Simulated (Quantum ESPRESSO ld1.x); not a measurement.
Problem. Neutral nitrogen, configuration [He] 2s2 2p3. Method: scalar-relativistic Kohn-Sham, LDA (Slater exchange, Perdew-Zunger correlation), spin-polarised, spherical densities, point nucleus; open shells are filled with parallel spins first; computed with ld1.x of Quantum ESPRESSO 7.5. Some entries of the table are withheld. Estimate them.

orbital  occ.  eigenvalue (hartree)  r(max) (bohr)  <r^2> (bohr^2)
1s up       1              -14.0051          0.149         0.07265
1s down     1              -13.9418          0.149         0.07196
2s up       1               -0.7196            (1)           2.092
2s down     1               -0.5659            (2)           2.336
2p up       3               -0.3066          0.951             (3)
2p down     0               -0.1639           1.01             (4)

Solution. 
(1) 2s up r(max) (bohr): 1.01
(2) 2s down r(max) (bohr): 1.04
(3) 2p up <r^2> (bohr^2): 2.686
(4) 2p down <r^2> (bohr^2): 3.808
